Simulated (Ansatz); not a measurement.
Geometry optimisation, Ansatz, UKS PBE/def2-SVP.

The input (input.yaml):

```yaml
crystal:
  periodic: [false, false, false]
  atoms:
    - { symbol: Zr, position_ang: [0.02895, -0.018697, -0.025555] }
    - { symbol: Cl, position_ang: [0.043279, 0.000303, 2.46089] }
    - { symbol: Cl, position_ang: [2.174211, 0.081869, -1.038318] }
    - { symbol: "N", position_ang: [-1.009011, 1.585622, -0.675761] }
    - { symbol: H, position_ang: [-1.885122, 1.626978, -1.209172] }
    - { symbol: H, position_ang: [-0.687765, 2.550757, -0.507909] }
    - { symbol: "N", position_ang: [-1.005119, -1.602825, -0.71362] }
    - { symbol: H, position_ang: [-1.727493, -2.11062, -0.186181] }
    - { symbol: H, position_ang: [-0.828921, -2.10607, -1.592508] }
    - { symbol: "N", position_ang: [0.335804, -0.294882, 5.365764] }
    - { symbol: H, position_ang: [-0.685861, -0.454012, 5.187193] }
    - { symbol: H, position_ang: [0.378848, 0.741576, 5.203977] }
magnetization:
  spin_polarized: true
  initial_magnetization: 1
basis:
  gaussian: { orbitals: def2-SVP }
hamiltonian:
  xc: pbe
relax:
  f_tol: 0.03
  max_steps: 50
```

Run as:

```bash
$ ansatz run input.yaml --threads 4 --pin off --max-ram 5120MiB --backend cpu --events-out ev --progress --plain --runs-dir out
```

Problem. Where does it end, and by what steps?

Solution. The run converged. The force dipped under the threshold on the way, but the program's further checks kept it going. After 16 steps the energy has fallen by 0.097 eV; N10 moved furthest, 0.70 Å.

| step | energy less start (eV) | largest force component (eV/Å) | accepted |
| --- | --- | --- | --- |
| 0 | 0.0000 | 1.127 | yes |
| 1 | -0.0381 | 0.931 | yes |
| 2 | -0.0424 | 1.187 | yes |
| 3 | -0.0629 | 0.643 | yes |
| 4 | -0.0424 | 1.592 | no |
| 5 | -0.0859 | 0.118 | yes |
| 6 | -0.0911 | 0.038 | yes |
| 7 | -0.0919 | 0.163 | yes |
| 8 | -0.0916 | 0.096 | no |
| 9 | -0.0927 | 0.022 | yes |
| 10 | -0.0907 | 0.535 | no |
| 11 | -0.0942 | 0.080 | yes |
| 12 | -0.0951 | 0.166 | yes |
| 13 | -0.0965 | 0.015 | yes |
| 14 | -0.0966 | 0.034 | yes |
| 15 | -0.0965 | 0.026 | no |
| 16 | -0.0966 | 0.011 | yes |

```xyz
12
Properties=species:S:1:pos:R:3
Zr 0.009 -0.022 -0.094
Cl 0.017 -0.027 2.298
Cl 2.184 0.080 -1.050
N -1.037 1.593 -0.711
H -1.908 1.625 -1.253
H -0.744 2.560 -0.515
N -1.015 -1.608 -0.804
H -1.768 -2.101 -0.306
H -0.799 -2.130 -1.663
N 0.018 0.009 5.905
H -0.506 -0.520 5.170
H 0.680 0.540 5.293
```

Whether the end is a true minimum wasn't checked by a vibrational analysis.

Time of the run: 93 s on 4 threads of AMD EPYC 7R43 64-Core Processor (Zen 3), on a shared host, peak memory 0.25 GiB.
